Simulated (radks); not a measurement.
The table gives one normalised radial function P(r) = r R(r) of Tl75+ in [He] 2s2 2p2 (r in bohr). Method: scalar-relativistic Kohn-Sham, PBE, spin-unpolarised, spherical densities, point nucleus; computed with a radial shooting solver on a logarithmic mesh with Libxc functionals.

r              P
0.0006898  1.6990
0.0009499  2.1534
0.001308   2.7076
0.001802   3.3676
0.002481   4.1260
0.003417   4.9519
0.004668   5.7567
0.006428   6.4651
0.008852   6.8833
0.01219    6.8098
0.01679    6.0904
0.02312    4.7411
0.03184    3.0497
0.04349    1.5422
0.0599     0.5379
0.08249    0.1147
0.1136     0.0124
0.1564     0.0005
0.2154     0.0000
0.2967     0.0000
0.4053     0.0000

Which n and l does it have? It may be an empty orbital.

Answer. n = 1, l = 0: the number of nodes gives n - l - 1 = 0, the rise at small r (about r^(l+1), flatter next to the nucleus through relativity) gives l, and the extent must fit the shell. The curve is that of 1s. 1s: eigenvalue -94513 eV, 0 radial nodes, <r> = 0.0163 bohr, 90 % of the charge inside 0.0298 bohr.
